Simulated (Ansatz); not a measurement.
**Counterpoise correction, worked out**

The pair of SiH$_{4}$ (SMILES [SiH4], atoms 1–5) and SbH$_{3}$ (SMILES [SbH3], atoms 6–9), both closed shells, in one local arrangement (a lower one may exist), relaxed at PBE0-D4/def2-TZVP:

```json
{"atom": "Si1", "x (Å)": "-0.1322", "y (Å)": "0.0417", "z (Å)": "-1.8599"}
{"atom": "H2", "x (Å)": "1.1994", "y (Å)": "0.6800", "z (Å)": "-1.7076"}
{"atom": "H3", "x (Å)": "-0.6441", "y (Å)": "0.2801", "z (Å)": "-3.2332"}
{"atom": "H4", "x (Å)": "-1.0751", "y (Å)": "0.6359", "z (Å)": "-0.8765"}
{"atom": "H5", "x (Å)": "-0.0183", "y (Å)": "-1.4175", "z (Å)": "-1.6148"}
{"atom": "Sb6", "x (Å)": "0.2226", "y (Å)": "0.6593", "z (Å)": "2.2379"}
{"atom": "H7", "x (Å)": "0.9567", "y (Å)": "-0.4929", "z (Å)": "1.2118"}
{"atom": "H8", "x (Å)": "-1.2527", "y (Å)": "-0.1993", "z (Å)": "2.2149"}
{"atom": "H9", "x (Å)": "0.7438", "y (Å)": "-0.1873", "z (Å)": "3.6275"}
```

Computed with Ansatz 0.2.0 (basis: def2-TZVPPD); correlated methods freeze the cores. Filled d shells of the heavier atoms are correlated. Core potentials replace the inner electrons of the atoms past krypton. The def2 sets are not built for correlating such inner shells, so the correlated values are less sure here.

CCSD(T) total energies in eV:

| system | geometry | basis functions | energy |
| --- | --- | --- | --- |
| pair | pair | all | -14498.48417 |
| SiH$_{4}$ | as in the pair | all (partner as ghosts) | -7930.38906 |
| SbH$_{3}$ | as in the pair | all (partner as ghosts) | -6568.05750 |
| SiH$_{4}$ | as in the pair | its own | -7930.38515 |
| SbH$_{3}$ | as in the pair | its own | -6568.04029 |
| SiH$_{4}$ | free (PBE0-D4 minimum) | its own | -7930.38546 |
| SbH$_{3}$ | free (PBE0-D4 minimum) | its own | -6568.04060 |

(1) Work out the interaction energy with and without the counterpoise correction, the superposition error, and the binding energy from the relaxed fragments.

The T1 diagnostic stays at or below 0.015.

## Answers

(1) Without correction: -14498.48417 − (-7930.38515) − (-6568.04029) = -0.05873 eV.
With correction (each fragment in the whole basis): -14498.48417 − (-7930.38906) − (-6568.05750) = -0.03761 eV = -0.87 kcal/mol.
The superposition error is the difference, 0.02112 eV, 36 % of the uncorrected value: each fragment borrows its partner's functions.
Deformation from the free shapes: 0.00031 eV for SiH$_{4}$ and 0.00031 eV for SbH$_{3}$.
Binding energy from relaxed fragments: -0.03761 + 0.00031 + 0.00031 = -0.03699 eV = -0.85 kcal/mol (electronic, without zero-point energy; negative means bound). For comparison, the corrected interaction energy by CCSD(T) at an estimated basis limit (MP2 extrapolated from triple and quadruple zeta, plus CCSD(T) − MP2 in triple zeta) is -0.051 eV; triple zeta with the correction binds less.

For scale, one of the runs: CCSD(T)/def2-TZVPPD, 223 basis functions, launched by `ansatz run in.yaml --threads 4 --pin off --events-out ev --progress --plain --max-ram 9574MiB`. Time: 60 s of wall clock on 4 CPU threads of an Arm Neoverse V1; the host was shared. Peak host memory: 3.6 GiB.
